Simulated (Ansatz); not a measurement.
`[CH3][W](=[O])(=[S])[Cl]` + HCl → `[O]=[W](=[S])([Cl])[Cl]` + CH₄  (ligand exchange at a W–C bond)

Program: Ansatz. Geometries: PBE0-D4/def2-TZVP. ΔE: electronic, gas phase. CBS: MP2 limit from def2 TZ/QZ plus the TZ coupled-cluster correction, frozen cores. This one scheme is used for every species. DFT in def2-TZVPP. B3LYP here is the variant with VWN-RPA as its local correlation; programs differ in this. HSE06 is defined as in plane-wave codes. Elements past krypton have def2 core potentials. For W outer-core shells are correlated without core-valence functions, which leaves a few kJ/mol of doubt a bond.

```csv
level,ΔE (kJ/mol),difference from CCSD(T)/CBS
LDA (SPW92),-130.6,-1.8
BLYP-D4,-139.0,-10.2
r2SCAN-D4,-139.1,-10.3
PBE0-D4,-132.2,-3.4
B3LYP-D4,-136.5,-7.7
r2SCAN0-D4,-134.7,-5.9
CAM-B3LYP-D4,-131.9,-3.1
ωB97M-V,-128.4,0.4
revPBE,-136.8,-8.0
PBE0,-132.7,-3.9
HSE06,-133.0,-4.2
MP2/def2-TZVPP,-144.2,-15.4
CCSD/def2-TZVPP,-121.7,7.1
HF/def2-QZVPP,-129.3,-0.5
MP2/def2-QZVPP,-145.5,-16.7
MP2/CBS(def2),-146.4,-17.6
CCSD(T)/CBS,-128.8,0
```

Largest T1 diagnostic among the species: 0.023, so the coupled-cluster value is less sure than usual.

From BLYP to BHLYP (50 % exact exchange), in def2-TZVPP and without D4, ΔE moves by +5.7 kJ/mol. Leaving LDA and LC-ωPBE aside and taking each functional with its dispersion term where it has one, the values, not all of them listed here, spread over 14.6 kJ/mol, from B97M-V to ωB97M-V. LDA lies +5.1 kJ/mol from PBE without D4.
